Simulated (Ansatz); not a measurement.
System: C4H10O (charge 0, singlet). SMILES: OCC(C)C
Coordinates optimised at B3LYP-D3(BJ)/def2-TZVP (Ansatz, a quantum-chemistry and plane-wave program):
```xyz
15

C     -1.6569    -0.7964    -0.3856
C     -0.5228     0.0477     0.1947
C     -0.4662     1.4303    -0.4530
C      0.8014    -0.6876     0.0491
O      1.8200     0.0545     0.7163
H     -2.6169    -0.2924    -0.2622
H     -1.7250    -1.7709     0.1027
H     -1.5095    -0.9663    -1.4559
H     -0.6973     0.1753     1.2686
H     -0.3111     1.3425    -1.5325
H      0.3503     2.0219    -0.0410
H     -1.4004     1.9726    -0.2940
H      0.7135    -1.6921     0.4817
H      1.0401    -0.8001    -1.0178
H      2.6631    -0.3907     0.5888
```

Wanted: vertical triplet-singlet gap, E(triplet) - E(singlet), in eV. Conventions: open shells spin-unrestricted; 6-31G* and kin with 6d, 5d where marked; frozen cores in correlated levels; no spin-orbit coupling; each state is the SCF solution reached for its charge and spin; dispersion terms only where a functional's name holds one; non-relativistic. Basis-set limits of correlation are two-point, X^-3; Hartree-Fock from the larger set. The bracket is a focal-point correction in the basis named. First-principles rows: single points at B3LYP-D3(BJ) geometries (Ansatz). Levels can end on unlike triplets.

```tsv
species	coefficient	E at B3LYP/6-31G* (Ansatz), Eh	E at wB97M-V/def2-TZVPD (Ansatz), Eh
charge 0, triplet	+1	-233.38784	-233.39002
charge 0, singlet	-1	-233.66208	-233.63663
```

Coupled cluster (Ansatz) is a level with limits of its own, used here on species with T1 under 0.025 (0.045 for open shells) and stable references: RI-MP2/CBS(aug-cc-pVTZ,aug-cc-pVQZ)+[CCSD(T)-MP2]/aug-cc-pVTZ. Value to compare with, RI-MP2/CBS(aug-cc-pVTZ,aug-cc-pVQZ)+[CCSD(T)-MP2]/aug-cc-pVTZ (Ansatz): 6.77 eV. 1 Eh = 27.2114 eV.

### Question
Compute it at each level from the table, and compare with RI-MP2/CBS(aug-cc-pVTZ,aug-cc-pVQZ)+[CCSD(T)-MP2]/aug-cc-pVTZ (Ansatz).

### Answer

- B3LYP/6-31G*: the sum of coefficient times E is 0.27424 Eh, or 7.462 eV. Result: 7.46 eV. Its difference against RI-MP2/CBS(aug-cc-pVTZ,aug-cc-pVQZ)+[CCSD(T)-MP2]/aug-cc-pVTZ (Ansatz) is 0.69 eV.
- wB97M-V/def2-TZVPD: the sum of coefficient times E is 0.24661 Eh, or 6.711 eV. Result: 6.71 eV. Its difference against RI-MP2/CBS(aug-cc-pVTZ,aug-cc-pVQZ)+[CCSD(T)-MP2]/aug-cc-pVTZ (Ansatz) is -0.06 eV.
